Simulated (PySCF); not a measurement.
RbF, SMILES [F][Rb]. Atoms are numbered in the order given.

```xyz
2

Rb     0.0000     0.0000    -0.4635
F      0.0000     0.0000     1.9054
```

The structure is a stationary point at PBE-D3(BJ)/def2-TZVPD. The def2 effective core potentials stand for the cores of Rb; spin–orbit coupling is left out.

The numbers are results of IEF-PCM-ωB97X/def2-TZVPD in PySCF 2.14.0, not measurements.

The values are the electrostatic part of the solvation free energy, E(continuum) − E(gas) at the gas-phase geometry, in a cavity of scaled van der Waals radii (PySCF's table); cavitation and dispersion terms are not included. A continuum can't describe solvent molecules that bind to the metal. In vacuum the orbital gap is 8.77 eV. The dipole moment in vacuum is 9.39 D.

Computed values in water (ε = 78.36), N,N-dimethylformamide (ε = 37.22), n-hexane (ε = 1.88):
```json
[
 {"solvent": "water", "ε": "78.36", "ΔG(elec) (kcal/mol)": "-19.3", "dipole (D)": "10.28", "gap (eV)": "10.93"},
 {"solvent": "N,N-dimethylformamide", "ε": "37.22", "ΔG(elec) (kcal/mol)": "-18.9", "dipole (D)": "10.26", "gap (eV)": "10.89"},
 {"solvent": "n-hexane", "ε": "1.88", "ΔG(elec) (kcal/mol)": "-6.9", "dipole (D)": "9.72", "gap (eV)": "9.56"}
]
```
